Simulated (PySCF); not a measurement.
**A small calculation by hand: oscillator strength and radiative lifetime**

C2H6BFN2, SMILES NB(N)C(F)=C.

Geometry: PBE-D3(BJ)/def2-SVP. A frequency run showed that this geometry is not a minimum. The structure was generated by enumeration, and PubChem lists no compound with its InChIKey, so it may never have been made. The values are those of a single conformer.

TDA-LC-ωPBE/def2-SVPD run with PySCF puts the first singlet state with f over 0.02 at 6.92 eV (vertical), with the transition dipole (0.791, -0.256, 0.179) in atomic units.

Q: Find the oscillator strength, the wavelength and the radiative lifetime that this transition would have in vacuum if emission retraced absorption.

A: 
|μ|² = 0.7233 au, so |μ| = 2.16 D. ΔE = 6.92/27.211 = 0.2543 hartree. f = (2/3) ΔE |μ|² = 0.123 (the program prints 0.123).
λ = 1239.84/6.92 = 179 nm; ν = 55814 cm⁻¹.
Einstein's coefficient A = 0.6670 ν² f s⁻¹ (ν in cm⁻¹) = 2.5e8 s⁻¹, so τ = 1/A = 3.9 ns. This state is S2; the lower singlet has f = 0.000. The figure is the radiative limit of this one transition; relaxation, internal conversion, crossing to triplets and a medium change what is measured.
